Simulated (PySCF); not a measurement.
Distorted geometries of WO(OH)4

WO(OH)4 (singlet; a saddle point, relaxed within its symmetry). PySCF 2.14.0, RKS BP86, W def2-SVP with ECP60, O def2-SVP, H def2-SVP; non-relativistic Hamiltonian with scalar-relativistic core potentials where named; density fitting; no spin-orbit coupling. Relaxed geometry:

```xyz
10

W     0.0000    0.0000    0.1586
O     0.0000    0.0000    1.8785
O     1.8315    0.2628   -0.3935
H     2.5095   -0.3945   -0.1407
O    -0.2628    1.8315   -0.3935
H     0.3945    2.5095   -0.1407
O    -1.8315   -0.2628   -0.3935
H    -2.5095    0.3945   -0.1407
O     0.2628   -1.8315   -0.3935
H    -0.3945   -2.5095   -0.1407
```

Question: Order these distorted geometries by energy above the relaxed one, lowest first.
A.
```xyz
10

W     0.0108    0.0699    0.1645
O    -0.0497   -0.0479    1.9542
O     1.8538    0.2582   -0.4189
H     2.4806   -0.4443   -0.0070
O    -0.3270    1.9236   -0.4216
H     0.4824    2.6181   -0.2073
O    -1.7267   -0.2055   -0.5607
H    -2.6116    0.3663   -0.0525
O     0.3184   -2.0233   -0.3551
H    -0.4310   -2.5152   -0.1953
```
B.
```xyz
10

W     0.3302   -0.0015   -0.2862
O    -0.2599    0.0181    1.9025
O     1.8347    0.2874   -0.3709
H     2.5881   -0.3790   -0.1767
O    -0.5280    1.9711   -0.4747
H     0.3497    2.4256   -0.0204
O    -1.6954   -0.5469   -0.4106
H    -2.2506    0.6398    0.1434
O    -0.1272   -1.9715   -0.3117
H    -0.2416   -2.4431   -0.0944
```
C.
```xyz
10

W     0.0061   -0.0664    0.2111
O    -0.1167    0.0187    1.9490
O     1.8791    0.3159   -0.2744
H     2.5954   -0.3633   -0.1369
O    -0.2711    1.9264   -0.5148
H     0.3711    2.5262   -0.1522
O    -1.8778   -0.2476   -0.3927
H    -2.4355    0.3173   -0.1939
O     0.2281   -1.8136   -0.3913
H    -0.3788   -2.6135   -0.2036
```

Answer: C (1.50 eV), A (1.68 eV), B (29.69 eV).

Question: Which forces (eV/Å) act in the one that lies 1.68 eV up?

Answer: 
```
W    0.57 -2.40  1.92
O    0.08  0.61 -3.31
O    0.34 -1.41  1.04
H   -1.07  1.26 -0.80
O    3.09  1.39  1.14
H   -2.60 -2.25 -0.62
O   -3.78  1.98  2.08
H    3.66 -2.28 -2.04
O    3.16  5.28 -0.19
H   -3.43 -2.17  0.77
```
Forces carry noise of the integration grid, about 0.01 to 0.03 eV/Å.

No other spin state of this charge was computed.
